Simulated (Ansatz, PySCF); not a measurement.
Molecule: CH$_{3}$Be, net charge 0, doublet state. It need not be the lowest isomer of its formula. SMILES: [CH3][Be]
Geometry from a B3LYP-D3(BJ)/def2-TZVP (Ansatz, a program for electronic structure) optimisation:
```xyz
5

Be    -0.9099    -0.5264    -0.6938
C      0.3079     0.1781     0.2348
H      0.8673    -0.5750     0.8002
H     -0.1013     0.8929     0.9569
H      1.0265     0.7190    -0.3903
```
Charge 0, spin multiplicity 2.

Quantity: vertical ionisation energy (to the singlet state of charge +1; each state is the SCF solution reached for its spin; the molecule has degenerate orbitals, so one determinant may break the symmetry), in eV. Cores are frozen in the correlated levels unless marked. Open shells are spin-unrestricted. No spin-orbit coupling. No relativistic terms. Basis-set limits of correlation are two-point, X^-3; Hartree-Fock from the larger set.

CCSD(T)/CBS(def2-TZVPPD,def2-QZVPPD) (Ansatz) gives 7.86 eV.

Another calculation gave 7.98 eV. Which level was it?
A. M06-2X/def2-TZVPD (PySCF)
B. wB97M-V/def2-TZVPD (Ansatz)
C. B3LYP/def2-TZVPD (Ansatz)

C, B3LYP/def2-TZVPD (Ansatz). The others give 7.83 (M06-2X), 7.63 (wB97M-V) eV.
